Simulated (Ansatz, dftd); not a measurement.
Reaction: CH4BS (SMILES [BH]SC, doublet) → CH4BS (SMILES S[B]C, doublet)
Each species at its own B3LYP-D3(BJ)/def2-TZVP minimum (Ansatz, an electronic-structure program), one conformer.

Property: isomerisation energy (electronic), in kJ/mol. UHF or UKS for unpaired electrons; spin-orbit terms are left out. Cores are frozen in correlated methods. Rows without X2C or -DK are non-relativistic. CBS(X,Y): correlation extrapolated as X^-3, Hartree-Fock from the larger set. A bracket is a step between two methods taken in the basis named. Functionals run without relativity, which enters their misses. Double hybrids freeze cores in their MP2 part. 'core' is core correlation in cc-pwCVTZ (1s frozen past Ne), 'X2C' scalar relativity in cc-pVTZ-DK, both at CCSD(T).

Compared with CCSD(T)/CBS(cc-pV(T+d)Z,cc-pV(Q+d)Z) + [CCSDT(Q) - CCSD(T)]/cc-pV(D+d)Z + core + X2C (Ansatz): -56.8 kJ/mol.

Costs are rough ratios of core time, to one figure, on one kind of shared machine, summed over the single points of the molecules; atoms, geometries and frequencies are left out. The first row took roughly 8 core seconds; short runs hold start-up time.

```
level                        program  cost relative to the first row  difference (kJ/mol)
--------------------  --------------  ------------------------------  -------------------
PBE/def2-TZVPD                Ansatz                               1                  0.6
PBE0-D4/def2-TZVPD    Ansatz + dftd4                               1                 -2.6
PBE0/def2-TZVPD               Ansatz                               1                 -3.0
B2GP-PLYP/def2-TZVPD          Ansatz                               2                 -0.3
wB97X-V/def2-TZVPD            Ansatz                               3                 -2.0
wB97M-V/def2-TZVPD            Ansatz                               3                 -1.6
CCSDT(Q)/cc-pV(D+d)Z          Ansatz                             100                 -2.1
```

The dearest row costs roughly 100 times the first. Costs within a factor of two don't rank. The table holds for this case alone.
